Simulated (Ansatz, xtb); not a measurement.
Bond stretch in SLi (cation, charge +1), lowest triplet found (which spin is the ground state isn't settled by this scan).

UCCSDT = CCSDT on UHF/aug-cc-pVDZ, frozen core (Ansatz, a first-principles code); UHF/aug-cc-pVDZ (Ansatz); GFN1-xTB (xtb).

Total energies in hartree (comparable only within one method and basis):

```
R / Å      UCCSDT         UHF  GFN1-xTB
-----  ----------  ----------  --------
1.66   -404.75837  -404.64792  -3.37018
1.81   -404.81230  -404.70199  -3.41520
1.93   -404.83860  -404.72816  -3.43202
2.03   -404.85303  -404.74234  -3.43915
2.12   -404.86190  -404.75094  -3.44249
2.20   -404.86737  -404.75614  -3.44393
2.27   -404.87073  -404.75926  -3.44442
2.35   -404.87329  -404.76157  -3.44437
2.40   -404.87434  -404.76246  -3.44411
2.51   -404.87549  -404.76331  -3.44304
2.61   -404.87552  -404.76311  -3.44162
2.76   -404.87437  -404.76171  -3.43889
2.95   -404.87182  -404.75897  -3.43483
3.12   -404.86913  -404.75622  -3.43115
3.39   -404.86491  -404.75202  -3.42577
3.70   -404.86072  -404.74796  -3.42039
4.14   -404.85631  -404.74377  -3.41386
4.61   -404.85328  -404.74089  -3.40836
5.13   -404.85126  -404.73894  -3.40411
5.77   -404.84983  -404.73756         —
6.69   -404.84873  -404.73648         —
7.92   -404.84804  -404.73579         —
```

A dash means that the run gave no value there, or that the column was ended at a point which the program doubted or which failed a test of continuity chosen for this set; such a test can also cut sound points.
